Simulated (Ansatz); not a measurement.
`[SiH3][O][In][SH]`, charge 0, multiplicity 2.

**Question.** Give a relaxed structure at PBE0-D4/def2-TZVP (Ansatz 0.2.0). (Estimate.)

**Answer.** The calculation gave: 
```xyz
8

Si   -0.5743    1.5284    0.1019
O    -0.0109    0.0023    0.0332
In    0.7060   -1.3145   -1.2935
S     1.2816   -3.4078   -0.2056
H    -1.6262    1.7778   -0.9275
H    -1.1671    1.7730    1.4446
H     0.5114    2.5269   -0.1220
H     0.8795   -2.8860    0.9691
```
